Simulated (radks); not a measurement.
Q: Sm48+, 14 electrons, occupied as [Ne] 3s2 3p2. Calculated with a radial shooting solver on a logarithmic mesh with Libxc functionals: scalar-relativistic Kohn-Sham, PBE, spin-polarised, spherical densities, finite nucleus; open shells are filled with parallel spins first (spin-orbit coupling, left out, can overturn this in heavy ions); Fermi nuclear charge, rms radius 5.0819 fm. Some entries of the table are withheld. Estimate them.

| orbital | occ. | eigenvalue (Ry) | r(max) (bohr) |
|---|---|---|---|
| 1s up | 1 | -3675.798 | 0.01449 |
| 1s down | 1 | -3675.354 | 0.01449 |
| 2s up | 1 | -794.2843 | 0.08160 |
| 2s down | 1 | -793.9422 | 0.08161 |
| 2p up | 3 | -736.1599 | 0.06579 |
| 2p down | 3 | -735.6833 | 0.06582 |
| 3s up | 1 | -318.1381 | 0.2193 |
| 3s down | 1 | -316.5151 | 0.2193 |
| 3p up | 2 | -300.4092 | 0.2119 |
| 3p down | 0 | -298.7952 | 0.2119 |
| 3d up | 0 | -282.0980 | 0.1681 |
| 3d down | 0 | -280.7756 | 0.1674 |
| 4s up | 0 | -169.0698 | (1) |
| 4s down | 0 | -168.4712 | (2) |
| 4p up | 0 | -161.7919 | 0.4341 |
| 4p down | 0 | -161.2073 | 0.4348 |

A: 
(1) 4s up r(max) (bohr): 0.4342
(2) 4s down r(max) (bohr): 0.4349
